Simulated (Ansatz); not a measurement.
Kohn–Sham single points on C2H6BN (`BC(C)=N`).

```yaml
crystal:
  periodic: [false, false, false]
  atoms:
    - {symbol: B, position_ang: [-0.858939, 1.003994, -0.545533]}
    - {symbol: C, position_ang: [0.223684, -0.053144, -0.204541]}
    - {symbol: C, position_ang: [0.197505, -0.972905, 0.967731]}
    - {symbol: N, position_ang: [1.287917, 0.031787, -0.912746]}
    - {symbol: H, position_ang: [-1.283734, 1.077844, -1.660514]}
    - {symbol: H, position_ang: [-1.172445, 1.821915, 0.270283]}
    - {symbol: H, position_ang: [-0.619441, -1.694075, 0.865050]}
    - {symbol: H, position_ang: [1.143144, -1.510249, 1.051556]}
    - {symbol: H, position_ang: [0.007283, -0.412030, 1.887612]}
    - {symbol: H, position_ang: [1.158125, 0.655764, -1.715898]}
basis:
  gaussian: {orbitals: def2-TZVPP}
hamiltonian: {xc: {name: CAM-B3LYP}, dispersion: d4}
output: {orbitals: {seedname: orbitals}}
```

```sh
$ ansatz run in.yaml --threads 2 --pin off --events-out ev --progress --plain --max-ram 4352MiB
```

It prints (some lines left out):

```
Functional definition: CAM-B3LYP
1038 factors; their error is unknown
294 factors; integrals over basis functions are off by at most 1.4e-5 eV
mean field evaluation 1: about -4330.2345 eV, gradient 5.2e1 eV
mean field evaluation 2: about -4328.5172 eV, gradient 5.9e1 eV
mean field evaluation 4: about -4336.0332 eV, gradient 3.5e0 eV
mean field evaluation 8: about -4336.0627 eV, gradient 7.0e-2 eV
mean field evaluation 16: about -4336.0506 eV, gradient 6.8e-5 eV
mean field -4336.05056002 eV, -159.3469190000 hartree, gradient 2.1e-5 eV, S^2 0.000000; 0 other end points of the search recorded, 0 dependent functions left out
reference -4336.05068821 eV, -159.3469237110 hartree; 15, 15 occupied and 193, 193 virtual orbitals, 1038 factors
Total energy: -4336.17874004 eV, -159.3516295289 hartree
```

Hardware: 2 threads of an Arm Neoverse V1 on a shared host. Wall time 3.6 s, peak host memory 0.39 GiB.

With the line `hamiltonian: {xc: {name: wB97X-V}}` (abridged; 9 s):

```
Functional definition: wB97X-V
mean field evaluation 16: about -4337.1796 eV, gradient 1.4e-4 eV
mean field -4337.17957440 eV, -159.3884095132 hartree, gradient 5.6e-5 eV, S^2 0.000000
Total energy: -4337.17957233 eV, -159.3884094372 hartree
```

The same input with `hamiltonian: {xc: {name: B2PLYP}}` (abridged; 7 s):

```
Functional definition: B2PLYP
mean field evaluation 16: about -4328.8221 eV, gradient 3.9e-4 eV
mean field -4328.82207153 eV, -159.0812769477 hartree, gradient 2.7e-6 eV, S^2 0.000000
4 core orbitals not correlated: weight in the atoms' cores, before any rotation towards them, 1.000 or more for the frozen orbitals, at most 0.000 for the correlated occupied ones
second order -21.20560498 eV of doubles, -0.00000000 eV of singles
Total energy: -4334.54774998 eV, -159.2916917499 hartree
```

With the line `hamiltonian: {xc: {name: LC-wPBE}}` (abridged; 3.2 s):

```
Functional definition: LC-wPBE
mean field evaluation 16: about -4335.3763 eV, gradient 1.9e-4 eV
mean field -4335.37628238 eV, -159.3221397540 hartree, gradient 1.5e-5 eV, S^2 0.000000
Total energy: -4335.37628239 eV, -159.3221397542 hartree
```

Changing it to `hamiltonian: {xc: pbe, dispersion: d4}` and forces (abridged; 3 s):

```
Functional definition: PBE
mean field evaluation 16: about -4332.4479 eV, gradient 1.1e-3 eV
mean field -4332.44789252 eV, -159.2145234116 hartree, gradient 2.0e-5 eV, S^2 0.000000
Total energy: -4332.60292482 eV, -159.2202207435 hartree
Atom 0 force     0.059026    -0.069075    -0.003146 eV/Å
Atom 1 force    -0.733642    -0.054103     0.395478 eV/Å
Atom 2 force     0.020373    -0.004707    -0.029895 eV/Å
Atom 3 force     0.739850    -0.042622    -0.191825 eV/Å
Atom 4 force    -0.055813     0.003580    -0.121784 eV/Å
Atom 5 force    -0.005280     0.124302     0.081247 eV/Å
Atom 6 force    -0.167272    -0.139847    -0.005261 eV/Å
Atom 7 force     0.199711    -0.130318     0.034112 eV/Å
Atom 8 force    -0.047023     0.099220     0.182791 eV/Å
Atom 9 force    -0.009932     0.213569    -0.341717 eV/Å
Dipole moment:    -0.255111    -0.009284     0.088758 e Å
```

The same input with `hamiltonian: {xc: hse06, dispersion: d4}` (abridged; 3.4 s):

```
Functional definition: HSE06
mean field evaluation 16: about -4332.7101 eV, gradient 7.2e-5 eV
mean field -4332.71008527 eV, -159.2241588172 hartree, gradient 7.2e-5 eV, S^2 0.000000
Total energy: -4332.82866352 eV, -159.2285164874 hartree
```

HSE06 is the plane-wave form, built on full-range PBE exchange.
